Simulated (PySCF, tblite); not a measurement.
Isomers of C5H4ClF2 (doublet state), one GFN2-xTB conformer each. Single-point energies are computed at B3LYP/pcH-1 (PySCF, gas phase, no added dispersion term), electronic only. GFN2-xTB treats the open shell by occupation alone, and not every SCF solution was tested for stability.

```
                   SMILES  GFN2-xTB relative energy (kcal/mol)
[CH2][C@@H]1C=C1C(F)(F)Cl                                 12.4
   C[C@H]1[C]=C1C(F)(F)Cl                                 22.2
       C[C]1C=C1C(F)(F)Cl                                  0.0
```

Conformers: `[CH2:1][C@@H:2]1[CH:3]=[C:4]1[C:5]([F:6])([F:7])[Cl:8]` (doublet state) with H–C1–C2–C3 28° and -153°, C3–C4–C5–F6 143°; `[CH3:1][C@H:2]1[C:3]=[C:4]1[C:5]([F:6])([F:7])[Cl:8]` (doublet state) with C3–C4–C5–F6 126°; `[CH3:1][C:2]1[CH:3]=[C:4]1[C:5]([F:6])([F:7])[Cl:8]` (doublet state) with C3–C4–C5–F6 -68°.

Problem. What does B3LYP/pcH-1 give for the same structures?

Solution. 
```csv
SMILES,B3LYP/pcH-1 E (Eh),B3LYP/pcH-1 (kcal/mol),GFN2-xTB (kcal/mol),point group
C[C]1C=C1C(F)(F)Cl,-852.70353,0.0,0.0,C1
[CH2][C@@H]1C=C1C(F)(F)Cl,-852.68881,9.2,12.4,C1
C[C@H]1[C]=C1C(F)(F)Cl,-852.67160,20.0,22.2,C1
```

Both levels put the same isomer lowest; measured from each level's own lowest isomer, the values differ by up to 3.2 kcal/mol ([CH2][C@@H]1C=C1C(F)(F)Cl: 12.4 against 9.2). 

Problem. What happens when harmonic zero-point energies from GFN2-xTB frequencies are added?

Solution. 
```csv
SMILES,ZPE (kcal/mol),electronic (kcal/mol),with ZPE (kcal/mol)
C[C]1C=C1C(F)(F)Cl,45.2,0.0,0.0
[CH2][C@@H]1C=C1C(F)(F)Cl,44.4,9.2,8.5
C[C@H]1[C]=C1C(F)(F)Cl,45.8,20.0,20.6
```

The zero-point energies span 1.4 kcal/mol. The order is unchanged.

Problem. As an exercise, what shares would exp(−E/RT) give at 2000 K from these electronic energies alone (no entropy, no degeneracies)?

Solution. RT = 3.974 kcal/mol: C[C]1C=C1C(F)(F)Cl 90.6 %, [CH2][C@@H]1C=C1C(F)(F)Cl 8.9 %, C[C@H]1[C]=C1C(F)(F)Cl 0.6 %.
